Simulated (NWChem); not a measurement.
Program: NWChem. System: CH₂I, charge 0, spin multiplicity 2, at a geometry optimised with UPBE0/def2-SVP with def2 effective core potentials on I. The structure started from a generated list of species. Its SCF solution wasn't tested for a lower state. Level: UHF/def2-SVP with def2 effective core potentials on I.

Output (cleaned and shortened):

```
             Northwest Computational Chemistry Package (NWChem) 7.3.0
             --------------------------------------------------------

                                NWChem Input Module
                                -------------------

 Scaling coordinates for geometry "geometry" by  1.889725989
 (inverse scale =  0.529177249)

 Turning off AUTOSYM since
 SYMMETRY directive was detected!

                             Geometry "geometry" -> ""
                             -------------------------

 Output coordinates in angstroms (scale by  1.889725989 to convert to a.u.)

  No.       Tag          Charge          X              Y              Z
 ---- ---------------- ---------- -------------- -------------- --------------
    1 C                    6.0000    -1.76075900     0.07539500     0.00000000
    2 I                   53.0000     0.28516000    -0.00715400     0.00000000
    3 H                    1.0000    -2.27446400    -0.03660300    -0.95546400
    4 H                    1.0000    -2.27446400    -0.03660300     0.95546400

 Effective nuclear repulsion energy (a.u.)     108.8130726808

            Nuclear Dipole moment (a.u.)
            ----------------------------
        X                 Y               Z
 ---------------- ---------------- ----------------
    -0.0000037795     0.0000037795     0.0000000000

      Symmetry information
      --------------------

 Group name             Cs
 Group number              2
 Group order               2
 No. of unique centers     3

      Symmetry unique atoms

     1    2    3


 Summary of "ao basis" -> "" (spherical)
 ------------------------------------------------------------------------------
       Tag                 Description            Shells   Functions and Types
 ---------------- ------------------------------  ------  ---------------------
 *                          def2-svp                  on all atoms

 Summary of "ao basis" -> "ao basis" (spherical)
 ------------------------------------------------------------------------------
       Tag                 Description            Shells   Functions and Types
 ---------------- ------------------------------  ------  ---------------------
 C                          def2-svp                 6       14   3s2p1d
 I                          def2-svp                10       26   4s4p2d
 H                          def2-svp                 3        5   2s1p

                                 NWChem SCF Module
[...]
  ----- ------------  ---------------      ----- ------------  ---------------
     8      0.709190  1 C  py                 5      0.375842  1 C  py
    29     -0.289654  2 I  py                 3      0.262734  1 C  s
    26     -0.157459  2 I  py

 Vector   18  Occ=0.000000D+00  E= 1.349665D-01  Symmetry=a'
              MO Center= -5.4D-01, -1.1D-02,  1.3D-15, r^2= 4.5D+00
   Bfn.  Coefficient  Atom+Function         Bfn.  Coefficient  Atom+Function
  ----- ------------  ---------------      ----- ------------  ---------------
     3      1.716800  1 C  s                 28      1.109239  2 I  px
    18     -0.747251  2 I  s                 42     -0.609229  3 H  s
    47     -0.609229  4 H  s                  7      0.505345  1 C  px
     4      0.245072  1 C  px                 2      0.218050  1 C  s
    25      0.187912  2 I  px                 8     -0.180573  1 C  py

 Vector   19  Occ=0.000000D+00  E= 2.289819D-01  Symmetry=a'
              MO Center= -2.0D+00, -6.3D-02,  1.8D-15, r^2= 5.0D+00
   Bfn.  Coefficient  Atom+Function         Bfn.  Coefficient  Atom+Function
  ----- ------------  ---------------      ----- ------------  ---------------
     3      1.710141  1 C  s                 42     -1.538696  3 H  s
    47     -1.538696  4 H  s                  7     -1.038467  1 C  px
    28     -0.571343  2 I  px                17      0.301719  2 I  s
     4     -0.290778  1 C  px                18      0.221480  2 I  s

 center of mass
 --------------
 x =   0.14044988 y =  -0.00103104 z =   0.00000000

 moments of inertia (a.u.)
 ------------------
           6.847430655432           5.993634125130           0.000000000000
           5.993634125130         210.733387095263           0.000000000000
           0.000000000000           0.000000000000         204.438515628201

  Mulliken analysis of the total density
  --------------------------------------

    Atom       Charge   Shell Charges
 -----------   ------   -------------------------------------------------------
    1 C    6     6.25   1.99  0.89  0.40  1.89  1.06  0.02
    2 I   25    24.99   1.83  0.22  1.21  0.70  2.93  3.12  2.56  2.36  9.83  0.24
    3 H    1     0.88   0.73  0.13  0.03
    4 H    1     0.88   0.73  0.13  0.03

  Mulliken analysis of the alpha density
  --------------------------------------

    Atom       Charge   Shell Charges
 -----------   ------   -------------------------------------------------------
    1 C    6     3.75   0.99  0.48  0.24  1.27  0.75  0.01
    2 I   25    12.46   0.91  0.11  0.61  0.35  1.47  1.56  1.27  1.16  4.91  0.12
    3 H    1     0.40   0.34  0.04  0.02
    4 H    1     0.40   0.34  0.04  0.02

   Mulliken analysis of the beta density
   -------------------------------------

    Atom       Charge   Shell Charges
 -----------   ------   -------------------------------------------------------
    1 C    6     2.50   0.99  0.41  0.15  0.62  0.32  0.01
    2 I   25    12.53   0.91  0.11  0.61  0.35  1.46  1.56  1.30  1.20  4.91  0.11
    3 H    1     0.48   0.39  0.08  0.01
    4 H    1     0.48   0.39  0.08  0.01

   Mulliken analysis of the spin density
   -------------------------------------

    Atom       Charge   Shell Charges
 -----------   ------   -------------------------------------------------------
    1 C    6     1.24  -0.00  0.07  0.09  0.65  0.43 -0.00
    2 I   25    -0.07  -0.00  0.00 -0.00 -0.00  0.00 -0.00 -0.03 -0.05  0.00  0.01
    3 H    1    -0.09  -0.05 -0.04  0.01
    4 H    1    -0.09  -0.05 -0.04  0.01

       Multipole analysis of the density wrt the origin
       ------------------------------------------------

     L   x y z        total         alpha         beta         nuclear
     -   - - -        -----         -----         ----         -------
     0   0 0 0      0.000000    -17.000000    -16.000000     33.000000

     1   1 0 0     -0.424561      8.936494      5.727427    -15.088483
     1   0 1 0     -0.067285     -0.378071     -0.067753      0.378539
     1   0 0 1     -0.000000     -0.000000     -0.000000      0.000000

     2   2 0 0    -21.749374    -71.919168    -60.465036    110.634830
     2   1 1 0      0.213445      1.905521      0.739858     -2.431934
     2   1 0 1     -0.000000     -0.000000     -0.000000      0.000000
     2   0 2 0    -26.360848    -14.429337    -12.067446      0.135934
     2   0 1 1      0.000000     -0.000000      0.000000      0.000000
     2   0 0 2    -24.961424    -15.900602    -15.580953      6.520131

 Task  times  cpu:        0.3s     wall:        0.3s

 Total times  cpu:        0.4s     wall:        0.4s
```

Write an NWChem input that would produce this output.

This is not unique; one that fits is 
```
start mol
memory heap 200 mb stack 900 mb global 1100 mb
geometry units angstroms nocenter noautoz
  C     -1.760759     0.075395     0.000000
  I      0.285160    -0.007154     0.000000
  H     -2.274464    -0.036603    -0.955464
  H     -2.274464    -0.036603     0.955464
  symmetry group Cs
end
basis spherical
  * library def2-svp
end
ecp
  I library def2-ecp
end
scf
  uhf
  nopen 1
  maxiter 100
  thresh 1e-7
  semidirect memsize 60000000 filesize 0
  # guess.movecs holds the orbitals of an unrestricted PBE0 run
  vectors input guess.movecs output mol.movecs
end
task scf energy
```
